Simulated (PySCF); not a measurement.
PySCF 2.14 output of an unrestricted PBE0 calculation on a single atom or ion in aug-cc-pVDZ-DK (6s5p3d, 36 functions), with the spin-free X2C one-electron Hamiltonian (Gaussian nucleus):

```
SCF conv_tol = 1e-09
number electrons alpha = 19  beta = 15
    C. Adamo and V. Barone.,  J. Chem. Phys. 110, 6158 (1999)
    M. Ernzerhof and G. E. Scuseria.,  J. Chem. Phys. 110, 5029 (1999)
cycle= 1 E= -2604.95732977402  delta_E= -0.00382  |g|= 0.0217  |ddm|= 0.548
cycle= 2 E= -2604.95740519779  delta_E= -7.54e-05  |g|= 0.00588  |ddm|= 0.0462
cycle= 3 E= -2604.95741273734  delta_E= -7.54e-06  |g|= 0.000369  |ddm|= 0.0155
cycle= 4 E= -2604.95741279452  delta_E= -5.72e-08  |g|= 2.47e-05  |ddm|= 0.00343
cycle= 5 E= -2604.9574127952  delta_E= -6.78e-10  |g|= 5.5e-07  |ddm|= 0.000401
converged SCF energy = -2604.9574127952  <S^2> = 6.0002345  2S+1 = 5.0000938
```

The run itself started from symmetry-adapted Hartree-Fock orbitals and held the occupation by maximum overlap, on a logarithmic radial grid, so the iterations belong to that start.

Question: Which element, charge and spin multiplicity is this?

Answer: Br⁺ (bromine, charge +1), multiplicity 5; the state was [Ar] 3d10 4s2 4p3 5s1, high-spin 5S determinant (an excited configuration).

The outer electron is Rydberg-like, and this basis confines it to a smaller radius and binds it less than a complete one would.
